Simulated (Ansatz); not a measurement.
Ideal-gas functions of GaH4N, SMILES `[NH2][GaH2]` at 298.15 K and 1 bar, from an Ansatz frequency run at PBE0-D4/def2-TZVP.

Molar mass 87.76 g/mol, point group C2v (symmetry number 2), electronic degeneracy 1, moments of inertia 5.318, 48.997, 54.315 u Å². Harmonic wavenumbers (cm⁻¹, unscaled): 313, 436, 539, 617, 695, 748, 767, 1565, 2000, 2001, 3616, 3722.

Use S(trans) = R[1.5 ln M + 2.5 ln T − 1.1517]; rotational temperatures θ = 24.2544 K / I; S(rot) = R[ln(√π/σ · √(T³/θAθBθC)) + 1.5]; for each mode x = 1.438777 ν̃/T, S = R[x/(eˣ − 1) − ln(1 − e⁻ˣ)] and H = RT x/(eˣ − 1); 1 cm⁻¹ = 0.0119627 kJ/mol; R = 8.31446 J/(mol·K).

Problem. By hand: the entropy, in J/(mol·K).

Solution. Translation 164.7. Rotation: θ = 4.5608, 0.495, 0.4466 K, giving 82.5. Vibration, mode by mode: 5.63, 3.51, 2.37, 1.76, 1.31, 1.06, 0.99, 0.04, 0.01, 0.01, 0.00, 0.00, in all 16.7. Electronic 0.0. Sum 263.9 J/(mol·K).

Problem. By hand: H − E and G − E in kJ/mol, counted from the electronic energy.

Solution. Zero-point energy ½ × 17019 × 0.0119627 = 101.8; thermal vibration 3.5; translation, rotation and pV give 4 RT = 9.9. H − E = 115.2 kJ/mol, and G − E = 115.2 − 298.15 × 263.9/1000 = 36.5 kJ/mol.

Vibration gives 6 % of the entropy.
